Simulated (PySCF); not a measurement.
These are PBE-D3(BJ)/def2-TZVP // B3LYP-D3(BJ)/def2-TZVP (PySCF 2.14.0) values and carry that method's errors. Gas-phase values, no solvent. One relaxed conformer stands for a flexible species; it need not be the lowest. Delta-SCF ions had no search for a lower state. Excitations are Tamm–Dancoff values on a coarser integration grid. The basis has no diffuse functions, so Rydberg states are missing or too high.

Reference species (SMILES): `C#CC=C` (neutral, multiplicity 1).

```
Quantity                                       Value
-------------------------------------------  -------
HOMO–LUMO gap                                4.22 eV
S1 oscillator strength                         0.000
vertical ionisation energy (Delta-SCF)       9.35 eV
brightest of the four lowest singlets (TDA)  5.71 eV
```

After one change: the HOMO–LUMO gap goes up by 0.12 eV; the S1 oscillator strength is nearly the same; the vertical ionisation energy (Delta-SCF) falls by 0.85 eV; the brightest of the four lowest singlets (TDA) drops by 0.37 eV.

Task: What was changed between the two runs? The new species is one of these.
(A) `C=CC1CC1` (C–C–C–C torsion 145°)
(B) `C=COC` (C–C–O–C torsion 178°)
(C) `C=C[SeH]` (C–C–Se–H torsion 0°)
(D) `C=CC#N`

Result: C, `C=C[SeH]` (C–C–Se–H torsion 0°)
